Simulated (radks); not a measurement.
The numbers below are computed, except where a source is named.
Rb8+, configuration [Ar] 3d10 4s1. Code: a radial shooting solver on a logarithmic mesh with Libxc functionals. Model: scalar-relativistic Kohn-Sham, exchange-only LDA, spin-polarised, spherical densities, point nucleus; open shells are filled with parallel spins first (spin-orbit coupling, left out, can overturn this in heavy ions).

Normalised radial functions P(r) = r R(r), r in bohr:

r,3p up,4s up
0.004309,0.0116,0.1003
0.006326,0.0233,0.1339
0.009287,0.0463,0.1714
0.01353,0.0887,0.2047
0.01986,0.1666,0.2196
0.02916,0.2970,0.1889
0.0428,0.4882,0.0824
0.06284,0.7066,-0.1070
0.09226,0.8274,-0.3107
0.1355,0.6258,-0.3525
0.1989,-0.0620,-0.0607
0.292,-1.0005,0.4256
0.4286,-1.5100,0.5434
0.6243,-1.2114,-0.0542
0.9166,-0.5356,-0.8725
1.346,-0.1132,-0.9867
1.976,-0.0085,-0.4349
2.9,-0.0001,-0.0645
4.258,0.0000,-0.0022

3p up: eigenvalue -353.78 eV, 1 radial node at r = 0.194 bohr, <r> = 0.516 bohr, 90 % of the charge inside 0.785 bohr. 4s up: eigenvalue -143.17 eV, 3 radial nodes at r = 0.0515, 0.209, 0.609 bohr, <r> = 1.25 bohr, 90 % of the charge inside 1.78 bohr.
